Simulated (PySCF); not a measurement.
Delta-SCF ions had no search for a lower state. Excitations are Tamm–Dancoff values on a coarser integration grid. The basis has no diffuse functions, so Rydberg states are missing or too high.

# C3H4O, SMILES `CC#CO` (charge 0, multiplicity 1)

Calculation: PySCF 2.14.0 with PBE-D3(BJ)/def2-TZVP // M06-2X/def2-TZVP.

| Property | Result |
|---|---|
| HOMO | -5.45 eV |
| dipole moment | 1.52 D |
| HOMO–LUMO gap | 5.11 eV |
| LUMO | -0.34 eV |
| S1 excitation (TDA) | 5.20 eV |
| S1 oscillator strength | 0.001 |
| T1 excitation (TDA) | 4.98 eV |
| S1–T1 gap (TDA) | 0.23 eV |
| vertical ionisation energy (Delta-SCF) | 9.03 eV |
| total energy | -5216.70 eV |
| cost | about 90 core-seconds (a rough figure) |

```xyz
8

C     -1.4052     0.0655     0.1008
C      0.0405    -0.0865    -0.0434
C      1.2240    -0.2106    -0.1629
O      2.5125    -0.4094    -0.3264
H     -1.7887    -0.5602     0.9068
H     -1.9164    -0.2144    -0.8205
H     -1.6618     1.1010     0.3248
H      3.0083     0.3316     0.0413
```
Charge 0, spin multiplicity 1.
